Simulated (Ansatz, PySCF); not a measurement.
Noncovalent pair: ethylamine (SMILES CCN) (first 10 atoms) with NH3 (SMILES N); geometry from B3LYP-D3(BJ)/def2-TZVP, rigid monomers moved along the line of their centres of mass till N3···H14 is 2.52 Å.
(charge 0, multiplicity 1):
```csv
atom,x (Å),y (Å),z (Å)
C,1.3411,0.2681,0.3568
C,-0.1120,0.6768,0.1757
N,-1.0094,-0.3729,0.6788
H,2.0087,1.0483,-0.0130
H,1.5587,0.0941,1.4108
H,1.5605,-0.6468,-0.2013
H,-0.2981,0.9239,-0.8788
H,-0.3093,1.5816,0.7555
H,-1.9799,-0.1173,0.5373
H,-0.8553,-1.2390,0.1737
N,0.0076,-0.2140,4.0265
H,0.2795,-1.1060,4.4243
H,-0.6818,0.1905,4.6500
H,-0.4503,-0.4022,3.1341
```

Monomers are frozen at their geometry in the pair; levels with a basis set take the counterpoise correction.

Correlated levels freeze the cores.

Programs: Ansatz (Gaussian basis) for Hartree–Fock, density functionals and correlated methods; PySCF for the dispersion terms. Values without a source in brackets are computed.

PBE/def2-TZVPPD gives -3.18 kcal/mol for the interaction energy.

Q: Predict the shift from PBE, with its sign, for: PBE-D3(BJ)/def2-TZVPPD, r2SCAN/def2-TZVPPD, B3LYP/def2-TZVPPD, wB97M-V/def2-TZVPPD, MP2/aug-cc-pVDZ, CCSD(T)/aug-cc-pVDZ.

A: PBE-D3(BJ)/def2-TZVPPD -0.89; r2SCAN/def2-TZVPPD -0.08; B3LYP/def2-TZVPPD 0.73; wB97M-V/def2-TZVPPD -0.42; MP2/aug-cc-pVDZ -0.21; CCSD(T)/aug-cc-pVDZ -0.17 kcal/mol. 1 of 6 lie above PBE; the widest gap is to PBE-D3(BJ)/def2-TZVPPD.

Ansatz is a quantum-chemistry and plane-wave program.
